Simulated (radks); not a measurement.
Question: Fe III, 24 electrons, occupied as [Ar] 3d6. Method: Dirac Kohn-Sham, PBEsol, spin-unpolarised, spherical densities, finite nucleus; open shells fill j = l - 1/2 first; Fermi nuclear charge, rms radius 3.7377 fm; computed with a radial shooting solver on a logarithmic mesh with Libxc functionals. Some entries of the table are withheld. Estimate them.

orbital,occ.,eigenvalue (hartree),r(max) (bohr),<1/r> (bohr^-1)
1s1/2,2,-257.5629,0.03829,25.96
2s1/2,2,-30.74548,0.2226,5.575
2p1/2,2,-26.61306,0.1781,(1)
2p3/2,4,-26.15498,0.1806,(2)
3s1/2,2,-4.11994,(3),(4)
3p1/2,2,-2.91527,0.7092,1.620
3p3/2,4,-2.85873,0.7165,1.597
3d3/2,4,(5),0.7098,1.241
3d5/2,2,(6),0.7124,1.235

Answer: 
(1) 2p1/2 <1/r> (bohr^-1): 5.524
(2) 2p3/2 <1/r> (bohr^-1): 5.425
(3) 3s1/2 r(max) (bohr): 0.7016
(4) 3s1/2 <1/r> (bohr^-1): 1.748
(5) 3d3/2 eigenvalue (hartree): -0.94619
(6) 3d5/2 eigenvalue (hartree): -0.94039
